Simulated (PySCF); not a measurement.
# Excited states of Cu⁺ (copper, charge +1)

Ground state [Ar] 3d10, ¹S. Computed with PySCF 2.14 in aug-cc-pVDZ-PP with two added diffuse shells each of s, p, d, f type with ECP10MDF (7s7p6d4f, 86 functions), with a scalar-relativistic core potential. Vertical excitation energies in eV without spin-orbit coupling; excited terms of each kind are numbered among those the solver found. Frozen: 3s2 3p6.

```
 term  leading excitation  EOM-EE-CCSD
 1 3D              3d → s        2.540
 1 1D              3d → s        2.997
1 3P°              3d → p        7.908
1 3F°              3d → p        8.165
1 1F°              3d → p        8.332
1 1D°              3d → p        8.586
1 3D°              3d → p        8.606
1 1P°              3d → p        8.777
 2 3D              3d → s       13.277
 2 1D              3d → s       13.355
```

The solver can miss terms. Rydberg members are limited by the diffuse functions of the basis.
